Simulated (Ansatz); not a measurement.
A run for Ansatz (a first-principles code): R-B3LYP/def2-TZVPP on CH4Mg (SMILES [CH3][MgH]), atoms moved off the minimum.

Ansatz 0.2 input:
```yaml
crystal:
  periodic: [false, false, false]
  atoms:
    - {symbol: Mg, position_ang: [-0.77811039, -0.40679394, -0.09763554]}
    - {symbol: H, position_ang: [-2.25777446, -1.19599155, -0.35768042]}
    - {symbol: C, position_ang: [1.05461105, 0.55691389, 0.22207102]}
    - {symbol: H, position_ang: [1.56255659, 0.28209572, 1.07590240]}
    - {symbol: H, position_ang: [1.04695581, 1.59934295, 0.19757204]}
    - {symbol: H, position_ang: [1.79098211, 0.35261667, -0.59805255]}
basis:
  gaussian:
    orbitals: def2-TZVPP
hamiltonian:
  xc: {name: B3LYP}
scf: {lower_state_search: off}
output: {forces: true}
```

What total energy does the run end on?

-240.5993 hartree.
